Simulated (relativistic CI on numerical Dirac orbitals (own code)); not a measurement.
One change at a time: Pr²¹⁺

Base calculation: Dirac-Coulomb-Breit CI, orbitals from a KLI potential per configuration, QED by a radiative potential, unscaled Slater integrals.

Configurations in the expansion (outside the closed core [Ar] 3d10): 4s2 4p6 4d2, 4s2 4p5 4d3, 4s2 4p6 4d 4f, 4s 4p6 4d3, 4s2 4p5 4d2 4f, 4s2 4p6 4d 5s, 4s 4p6 4d2 4f, 4s2 4p6 4d 5p, 4s2 4p6 4f 5s, 4s2 4p6 4d 5d, 4s2 4p5 4d2 5s, 4s2 4p6 5s 5p, 4s2 4p6 4d 5f, 4s2 4p6 4d 5g, 4s2 4p6 4d 6s, 4s 4p6 4d2 5s, 4s2 4p6 4d 6d, 4s2 4p6 4d 6g, 4s2 4p6 4f2, 4s2 4p5 4f3, 4s 4p6 4f3, 4p6 4d4, 4p5 4d5, 4p5 4d4 4f, 4s2 4p6 4f 5p, 4s2 4p5 4f2 5p, 4s 4p6 4f2 5p, 4s2 4p6 5s2, 4s2 4p5 4f 5s2, 4s 4p6 4f 5s2, 4s2 4p6 5p2, 4s2 4p5 4f 5p2, 4s 4p6 4f 5p2, 4s 4p6 4d 5s2, 4s 4p5 4d 4f 5s2, 4p6 4d 4f 5s2, 4p6 4d3 5s, 4p5 4d4 5s, 4p5 4d3 4f 5s. Double excitations out of closed p, d and f shells are left out; levels of such configurations are missing from the list, as are those of other unlisted configurations, and high levels can miss mixing partners. These lack a partner that the ground configuration has and come out too high: 4s2 4p5 4d2 5s, 4s 4p6 4d2 5s.

Variants: (1) configuration mixing switched off; (2) only the first 3 configurations. Shifts of the energy above 4s2 4p6 4d2 3F_2, in cm⁻¹, for the lowest level and the first level of each name with at least 55 % of one term (blank where a level changes its place among those of its configuration and J or its character, or is not in the variant):

| Level | Base | Δ(1) | Δ(2) |
| --- | --- | --- | --- |
| 4s2 4p6 4d2 3F_2 | 0 | 0 | 0 |
| 4s2 4p6 4d2 3F_3 | 33489 | -137 | -137 |
| 4s2 4p6 4d2 3P_0 | 40598 | +2149 | +2149 |
| 4s2 4p6 4d2 3F_4 | 55382 | +513 | +513 |
| 4s2 4p6 4d2 3P_1 | 62076 | +2612 | +2612 |
| 4s2 4p6 4d2 1G_4 | 90928 | +1758 | +1758 |
| 4s2 4p6 4d2 1S_0 | 164897 | -2104 | -2104 |
| 4s2 4p5 4d3 5D°_0 | 818431 | -22514 | -22515 |
| 4s2 4p5 4d3 5S°_2 | 831724 | -19837 | -20516 |
| 4s2 4p5 4d3 5G°_6 | 863519 | -17794 | -18370 |
| 4s2 4p5 4d3 3P°_0 | 882685 | -21312 | -21805 |
| 4s2 4p5 4d3 3I°_7 | 915883 | -17912 | -17912 |
| 4s2 4p5 4d3 3F°_4 | 922572 |  |  |
| 4s2 4p5 4d3 5P°_3 | 930782 |  | -21517 |
| 4s2 4p5 4d3 3H°_6 | 942097 | -18287 | -18690 |
| 4s2 4p5 4d3 3D°_1 | 943213 | -14946 | -21301 |

At this charge energies of transitions that change n are usually good to better than 1 %, and those within a shell (Δn = 0) to a few per cent. Terms inside the open d or f shell come out 10 to 20 % too wide with unscaled integrals.

Ionisation energy from the two ground configurations alone: base 627.495 eV. The NIST ASD value (theoretical) is 627 eV.

LS names give the leading component of a level, which can be under half, so a name can repeat, a term be missing and a line seem to break the LS rules.
